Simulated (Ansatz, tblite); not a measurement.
Removing and adding an electron: the cluster Ta₂O₇H₄. Charge 0, multiplicity 1. Geometry: PBE-D4/def2-SVP. Ansatz, gas phase; energy differences of separate SCF runs; the oxidised species was run as a doublet alone; the reduced species was run as a doublet alone.

| atom | x (Å) | y (Å) | z (Å) |
| --- | --- | --- | --- |
| Ta1 | -0.154 | -0.085 | -1.443 |
| Ta2 | 1.168 | 0.210 | 1.432 |
| O3 | -0.645 | -1.754 | -1.279 |
| O4 | 1.526 | -0.091 | -0.457 |
| O5 | 0.043 | 0.392 | -3.290 |
| O6 | -0.639 | 1.370 | -0.049 |
| O7 | -0.628 | -0.429 | 1.919 |
| O8 | 2.301 | -0.716 | 2.367 |
| O9 | -1.881 | 0.568 | -0.200 |
| H10 | -0.049 | -0.153 | -4.093 |
| H11 | -1.809 | 0.025 | 0.657 |
| H12 | 1.549 | 1.880 | 1.959 |
| H13 | -0.780 | -1.218 | 2.475 |

In the def2 sets Ta takes a core potential; there is no spin–orbit coupling. The xTB rows come from tblite. HSE06 is defined as in plane-wave codes, on full-range PBE exchange. The structure holds one bond between oxygen atoms, so isomers without such links may lie far lower. HOMO above LUMO, or a gap near zero within one spin, warns that the state may not be the lowest or that an electron is smeared out. The structure comes from a short search, and lower isomers may exist.

| level | −HOMO (eV) | vertical IE (eV) | −LUMO (eV) | vertical EA (eV) | HOMO–LUMO gap (eV) | IE − EA (eV) | remarks |
| --- | --- | --- | --- | --- | --- | --- | --- |
| GFN2-xTB | 11.73 | 14.44 | 8.34 | 5.74 | 3.39 | 8.70 | – |
| PBE-D4/def2-SVP | 7.15 | – | 2.95 | 0.48 | 4.20 | – | HOMO above zero (-1 doublet), gap within one spin near zero (-1 doublet) |
| PBE-D4/def2-TZVP | 7.18 | 9.80 | 3.02 | – | 4.16 | – | gap within one spin near zero (+1 doublet) |
| PBE0-D4/def2-TZVP | 8.78 | 10.51 | 2.14 | – | 6.64 | – | – |

Task: Estimate the rows for GFN1-xTB, PBE0-D4/def2-SVP, HSE06-D4/def2-TZVP.

Result: 
```csv
level,−HOMO (eV),vertical IE (eV),−LUMO (eV),vertical EA (eV),HOMO–LUMO gap (eV),IE − EA (eV),remarks
GFN1-xTB,11.61,14.10,7.35,5.10,4.26,9.00,–
PBE0-D4/def2-SVP,8.83,–,2.16,0.53,6.67,–,HOMO above zero (-1 doublet)
HSE06-D4/def2-TZVP,8.38,10.46,2.52,–,5.86,–,–
```

   A HOMO above zero means that the electron is unbound at that level or that self-interaction error raises the level; the energy of removing that electron tells which. Raw xTB energy differences between charge states are shifted by several eV; the methods need an empirical correction for them. Sets without diffuse functions give affinities that are too small.
